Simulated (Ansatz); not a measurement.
One change: `[NH2][AlH][SiH]([SiH3])Cl` becomes `[NH2][AlH][SiH](F)[SiH3]`.

Ansatz, PBE0-D4/def2-TZVP geometries, multiplicity 1. Each molecule was computed in one conformer, which needn't be the lowest.

```tsv
property	`[NH2][AlH][SiH]([SiH3])Cl`
size of the dipole moment (B3LYP/def2-TZVPP) / D	2.37
size of the dipole moment (PBE/def2-TZVPP) / D	2.36
HOMO energy (ωB97M-V/def2-TZVPP) / eV	-9.18
LUMO energy (PBE0/def2-TZVPP) / eV	-1.59
HOMO–LUMO gap (B3LYP/def2-TZVPP) / eV	5.31
size of the dipole moment (ωB97M-V/def2-TZVPP) / D	2.39
```

Task: Give the same properties after the change, and the shifts. (Best estimate.)

Result: The calculation gave: 
| property | `[NH2][AlH][SiH](F)[SiH3]` | shift |
| --- | --- | --- |
| size of the dipole moment (B3LYP/def2-TZVPP) / D | 1.51 | -0.86 |
| size of the dipole moment (PBE/def2-TZVPP) / D | 1.53 | -0.83 |
| HOMO energy (ωB97M-V/def2-TZVPP) / eV | -9.22 | -0.04 |
| LUMO energy (PBE0/def2-TZVPP) / eV | -1.40 | 0.19 |
| HOMO–LUMO gap (B3LYP/def2-TZVPP) / eV | 5.52 | 0.21 |
| size of the dipole moment (ωB97M-V/def2-TZVPP) / D | 1.54 | -0.85 |

Dipoles are sizes alone; their direction can turn.

B3LYP here is the variant with VWN-RPA as its local correlation; programs differ in this.
